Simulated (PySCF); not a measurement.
Ti: interval between two levels

Ti [Ar] 3d2 4s2 [3F4, M_J = 4] → Ti [Ar] 3d3 4s1 [5F5, M_J = 5], as a difference of total energies. Calculation: PySCF 2.14, in x2c-TZVPall-2c (6s7p4d1f, 54 functions); the two-component X2C-1e Hamiltonian. Correlated levels: [Ne] frozen; the 6 highest virtual spinors dropped. "Screened" scales the spin-orbit matrix elements by Boettger's factors to mimic the two-electron term; Breit and QED terms are absent.

```
                    method  interval between two levels (cm⁻¹)
           GHF (spin-free)                              5572.5
          GMP2 (spin-free)                              6041.2
 GHF (screened spin-orbit)                              5527.8
GMP2 (screened spin-orbit)                              6001.2
```

Errors of the correlated levels include the incompleteness of this basis and the frozen core.

The labels give the starting determinants; with spin-orbit coupling the two ends relaxed to ⟨J²⟩ = 20.02, ⟨L²⟩ = 12.01, ⟨S²⟩ = 2.01 and ⟨J²⟩ = 30.01, ⟨L²⟩ = 12.01, ⟨S²⟩ = 6.00.

For comparison: 6456.1 cm⁻¹ (measured; NIST Handbook of Basic Atomic Spectroscopic Data (Sansonetti and Martin, J. Phys. Chem. Ref. Data 34, 1559 (2005))).
